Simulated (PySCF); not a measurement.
Löwdin shares of the frontier orbitals

Compound: C5H6F2O.
Z-matrix (Å and degrees, GFN2-xTB geometry), rows numbered from 1:
```
F 
C   1  1.3757
O   2  1.3697  1  111.06
C   3  1.4126  2  114.63  1    70.29
C   4  1.5072  3  115.42  2  -176.89
C   5  1.3305  4   94.54  3  -122.33
C   6  1.5049  5   94.09  4     4.89
F   7  1.3716  4  115.72  3  -121.49
H   2  1.1019  1  105.79  3   123.54
H   2  1.0950  1  107.09  3  -117.27
H   4  1.0953  3  111.03  2   -45.39
H   5  1.0721  4  130.41  3    57.39
H   6  1.0727  5  135.09  4  -174.62
H   7  1.0937  4  114.35  3     4.00
```

Computed with TDDFT CAM-B3LYP/def2-SVPD, vertical, gas phase, core orbitals frozen in the response (PySCF).

Frontier orbitals with the atoms that hold most of them (Löwdin shares over 4%, at most four atoms; ? is withheld):

| orbital | ε (eV) | atoms |
| --- | --- | --- |
| LUMO+2 | 1.75 | C5 22%, C6 18%, H12 16%, H13 13% |
| LUMO+1 | 1.50 | C2 19%, C6 11%, H9 10%, H10 10% |
| LUMO | 0.50 | ? |
| HOMO | ? | ? |
| HOMO-1 | -9.86 | O3 40%, C7 14%, C4 13%, F8 10% |
| HOMO-2 | -10.95 | F8 18%, O3 15%, C5 13%, C6 12% |
| HOMO-3 | -11.21 | F1 19%, O3 18%, C2 13%, F8 8% |

Problem. Which atoms hold the HOMO, and with what shares?

Solution. C6 (bonded to 2 C and H) 33%; C5 (bonded to 2 C and H) 31%; C4 (bonded to 2 C, O and H) 8%; C7 (bonded to 2 C, F and H) 6%.

Problem. Which atoms hold the LUMO, and with what shares?

Solution. C5 (bonded to 2 C and H) 32%; C6 (bonded to 2 C and H) 31%; C7 (bonded to 2 C, F and H) 6%; H12 (bonded to C) 6%. By element: carbon 69% or more, hydrogen 6% or more.

Problem. What is the HOMO energy, and the HOMO–LUMO gap?

Solution. ε(HOMO) = -9.71 eV; the gap is 10.21 eV (0.3752 hartree).

Problem. How does S1 compare with the orbital gap of 10.21 eV?

Solution. S1 is at 6.78 eV (f = 0.0048), 3.43 eV below the gap, made of HOMO-1→LUMO (87%). Its leading pair isn't HOMO and LUMO; the energies of that pair differ by 10.36 eV. Without the coupling terms of the response equations the lowest excitation would equal the gap.

Problem. One configuration dominates each of S1 and S6. Which, and how do the shares of the two leading atoms of either orbital change from the occupied to the empty one?

Solution. 
- S1 (6.78 eV, f 0.0048), HOMO-1→LUMO (87%): O3 40% → at most 7%, C7 14% → 6%, C5 at most 10% → 32%, C6 at most 10% → 31%
- S6 (8.42 eV, f 0.011), HOMO-1→LUMO+1 (82%): O3 40% → at most 10%, C7 14% → at most 10%, C2 at most 10% → 19%, C6 at most 10% → 11%

Hardware: an Arm Neoverse N1 with one thread, shared host. Cost: 87 s, 0.97 GiB resident at most.

One conformer stands for the species.
